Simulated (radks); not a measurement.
Valence configurations of the neodymium ion Nd2+ (all share [Xe]). All-electron calculation, scalar-relativistic Kohn-Sham, PBEsol, spin-unpolarised, spherical densities, finite nucleus; Fermi nuclear charge, rms radius 4.9123 fm. Program: a radial shooting solver on a logarithmic mesh with Libxc functionals. Energies are relative to 4f4; eigenvalues in eV.

| valence | E (eV) | e(4f) | e(5d) | e(6p) | e(6s) |
|---|---|---|---|---|---|
| 4f4 | 0.000 | -14.601 | - | - | - |
| 4f3.5 6s0.5 | 1.367 | -18.431 | - | - | -14.299 |
| 4f3.5 6p0.5 | 3.300 | -18.982 | - | -10.781 | - |
| 4f3 6s0.5 6p0.5 | 6.293 | -23.241 | - | -11.556 | -15.647 |
| 4f3 6p1 | 8.332 | -23.784 | - | -11.859 | - |
| 4f2 5d2 | 10.563 | -26.561 | -16.529 | - | - |
| 4f2 5d1 6s1 | 12.633 | -29.365 | -18.427 | - | -16.052 |
| 4f1.5 5d1 6s1 6p0.5 | 22.644 | -34.995 | -20.618 | -12.676 | -17.276 |
| 4f1 5d3 | 23.460 | -33.788 | -18.016 | - | - |
| 4f2 6p2 | 24.563 | -34.357 | - | -13.670 | - |

NIST lists [Xe] 4f4 as the ground configuration; this level of theory agrees among the configurations tried. The energies are those of spherical spin-averaged densities, not of single terms.
